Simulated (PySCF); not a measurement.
**From computed data to an observable: oscillator strength and radiative lifetime**

C5H9F, SMILES C=C(C)[C@H](C)F.

Geometry: ωB97X-D3(BJ)/def2-SVP. The values are those of a single conformer.

TDA-PBE/def2-SVPD (PySCF 2.14.0) puts the first singlet state with f over 0.02 at 7.00 eV (vertical), with the transition dipole (0.497, 0.483, -0.281) in atomic units.

Problem. Find the oscillator strength, the wavelength and the radiative lifetime that this transition would have in vacuum if emission retraced absorption.

Solution. 
|μ|² = 0.5593 au, so |μ| = 1.90 D. ΔE = 7.00/27.211 = 0.2572 hartree. f = (2/3) ΔE |μ|² = 0.096 (the program prints 0.096).
λ = 1239.84/7.00 = 177 nm; ν = 56459 cm⁻¹.
Einstein's coefficient A = 0.6670 ν² f s⁻¹ (ν in cm⁻¹) = 2.0e8 s⁻¹, so τ = 1/A = 4.9 ns. This state is S2; the lower singlet has f = 0.017. The figure is the radiative limit of this one transition; relaxation, internal conversion, crossing to triplets and a medium change what is measured.
